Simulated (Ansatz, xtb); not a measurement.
Species: CH₂N, charge 0, multiplicity 2. It need not be the lowest isomer of its formula. SMILES: [CH]=N
Coordinates optimised at B3LYP-D3(BJ)/def2-TZVP (Ansatz, a first-principles code):
```xyz
4

C     -0.6279     0.1446     0.0221
N      0.4930    -0.3265    -0.0316
H     -1.0237     1.1662     0.0980
H      1.3407     0.2518    -0.0099
```
Charge 0, spin multiplicity 2.

Harmonic wavenumbers from GFN2-xTB (xtb, at its own minimum), cm⁻¹: 804, 859, 932, 1921, 2930, 3105.

**Question.** Give the harmonic wavenumbers at B3LYP-D3(BJ)/def2-TZVP (Ansatz, finite differences of forces, unscaled).

**Answer.** 868, 904, 1000, 1862, 2961, 3286 cm⁻¹. Zero-point energy 15.6 kcal/mol.

**Question.** From these and the geometry, give the ideal-gas thermochemistry at 298.15 K and 1 atm (rigid rotor, harmonic oscillator).

**Answer.** Point group Cs, rotational symmetry number 1. Rotational constants 395.3, 39.29, 35.74 GHz. S(trans) 35.93, S(rot) 17.01, S(vib) 0.39, S(elec, spin only) 1.38, S 54.7 cal/(mol K). H(298) - H(0) 2.47 kcal/mol; G - E(el) 1.7 kcal/mol.
